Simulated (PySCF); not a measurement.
SCF from a fresh guess for doublet RuO₂⁻, at the PBE0 minimum. PySCF input:

```python
from pyscf import gto, scf, dft
mol = gto.M(atom='''
Ru     0.000000     0.088039     0.000000
O     -0.000000    -0.280638     1.656983
O     -0.000000    -0.280638    -1.656983''',
    basis={'Ru': 'def2-SVPD', 'O': 'def2-SVPD'},
    ecp={'Ru': 'def2-SVPD'},
    charge=-1, spin=1)
mf = dft.UKS(mol, xc='PBE0')
mf.grids.atom_grid = (50, 194)
aux = {'Ru': 'def2-universal-JKFIT', 'O': 'def2-universal-JKFIT'}
mf = mf.density_fit(auxbasis=aux)
mf.conv_tol = 1e-08
mf.diis_space = 10
mf.max_cycle = 60
mf.init_guess = 'minao'
mf.verbose = 4
mf.kernel()
```

Excerpt of the output (cycles alone):

```
init E= -235.722029934702
cycle= 1 E= -244.700656240931  delta_E= -8.98  |g|= 0.745  |ddm|= 2.36
cycle= 2 E= -242.385823693474  delta_E= 2.31  |g|= 2.17  |ddm|=   13
cycle= 3 E= -244.911178553684  delta_E= -2.53  |g|= 0.631  |ddm|= 12.3
cycle= 4 E= -245.020208826229  delta_E= -0.109  |g|= 0.352  |ddm|= 0.679
cycle= 5 E= -245.070340525484  delta_E= -0.0501  |g|= 0.0428  |ddm|= 0.54
cycle= 6 E= -245.07168595239  delta_E= -0.00135  |g|= 0.012  |ddm|= 0.17
cycle= 7 E= -245.071833364022  delta_E= -0.000147  |g|= 0.00417  |ddm|= 0.0509
cycle= 8 E= -245.071905480816  delta_E= -7.21e-05  |g|= 0.00239  |ddm|= 0.0344
cycle= 9 E= -245.071947103686  delta_E= -4.16e-05  |g|= 0.00162  |ddm|= 0.0232
cycle= 10 E= -245.071982421287  delta_E= -3.53e-05  |g|= 0.00123  |ddm|= 0.0302
cycle= 11 E= -245.071996753121  delta_E= -1.43e-05  |g|= 0.000487  |ddm|= 0.0252
cycle= 12 E= -245.071998580907  delta_E= -1.83e-06  |g|= 0.000131  |ddm|= 0.0103
cycle= 13 E= -245.071998706649  delta_E= -1.26e-07  |g|= 6.01e-05  |ddm|= 0.00198
cycle= 14 E= -245.071998715834  delta_E= -9.19e-09  |g|= 2.93e-05  |ddm|= 0.000613
Extra cycle  E= -245.071998713329  delta_E= 2.51e-09  |g|= 8.84e-05  |ddm|= 9.26e-05
converged SCF energy = -245.071998713329  <S^2> = 0.75482595  2S+1 = 2.0048201
```

No lower solution of this spin was found from smeared starts or by a stability analysis within the unrestricted form.

Open d and f shells are described by one determinant, and the ground state may have another occupation or spin.

The search for the lowest solution, 3 starts and the stability check together, took 14 s on 2 threads of a shared Arm Neoverse N1 host, with 80 basis functions; the process peaked at 0.35 GiB. Launch command: `OMP_NUM_THREADS=2 python axn.py task.json out`.
